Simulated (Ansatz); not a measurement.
Born–Oppenheimer molecular dynamics of H₁₁N₃SSi₂ (17 atoms, charge 0, multiplicity 1). It starts at the highest image of a converged band. Of that band: Neighbouring images differ by up to 1.9 eV, so the band resolves the path poorly. A vibrational analysis at the climbing image gives one clearly imaginary mode, 769i cm⁻¹: a first-order saddle point.

These are results of Ansatz, RKS BLYP/6-31G*, not measurements.

* ensemble: NVE (velocity Verlet)
* time step: 0.5 fs
* steps asked: 200
* starting velocities drawn for: 300 K
* seed: 5458

First frame:

```xyz
17
Properties=species:S:1:pos:R:3
Si 0.148 -0.345 -0.117
Si -0.164 0.105 2.508
H -1.651 0.276 2.515
H 0.212 -0.700 3.715
H 0.516 1.435 2.599
N 1.740 0.072 -0.643
H 2.438 -0.657 -0.788
H 1.823 0.835 -1.318
N -0.702 1.184 -0.320
H -1.692 1.232 -0.072
H -0.234 2.049 -0.041
N -1.032 -1.474 -0.699
H -0.726 -2.429 -0.884
H -1.657 -1.123 -1.430
S 1.515 -2.632 0.860
H 0.410 -3.389 1.122
H 0.582 -1.108 1.450
```

Question: How far do the bonds stretch over the last three quarters of this one trajectory? (Pairs bonded in most of those frames.)

Answer: 
| bond | mean (Å) | spread (Å) | shortest | longest |
| --- | --- | --- | --- | --- |
| Si1–N6 | 1.735 | 0.027 | 1.70 | 1.78 |
| Si1–N9 | 1.751 | 0.024 | 1.70 | 1.79 |
| Si1–N12 | 1.747 | 0.026 | 1.70 | 1.78 |
| Si1–S15 | 2.428 | 0.329 | 1.99 | 2.88 |
| Si2–H3 | 1.499 | 0.025 | 1.46 | 1.54 |
| Si2–H4 | 1.501 | 0.019 | 1.47 | 1.53 |
| Si2–H5 | 1.495 | 0.033 | 1.44 | 1.54 |
| Si2–H17 | 1.494 | 0.024 | 1.45 | 1.54 |
| N6–H7 | 1.022 | 0.017 | 0.99 | 1.05 |
| N6–H8 | 1.021 | 0.010 | 1.01 | 1.04 |
| N9–H10 | 1.025 | 0.030 | 0.97 | 1.08 |
| N9–H11 | 1.024 | 0.035 | 0.96 | 1.08 |
| N12–H13 | 1.022 | 0.013 | 1.00 | 1.05 |
| N12–H14 | 1.025 | 0.015 | 1.00 | 1.05 |
| S15–H16 | 1.364 | 0.005 | 1.35 | 1.37 |

Mean temperature of the second half: 984 K. The conserved energy stayed within 0.25 meV per atom of its start (net change 0.15 meV per atom), so the integration is sound. The kinetic energy rose, since the run started high on the potential surface and went downhill. It ends in pieces (H4Si + H7N3SSi), so much of that is their flight and rotation, not heat. A run of 0.1 ps of so small a system gives no equilibrium averages. The orbitals stay closed-shell, which can raise the energy where a bond breaks towards radicals; this wasn't checked here.

Run time: 6.9 min on 4 threads of Arm Neoverse V1 (shared host), peak memory 0.2 GiB.
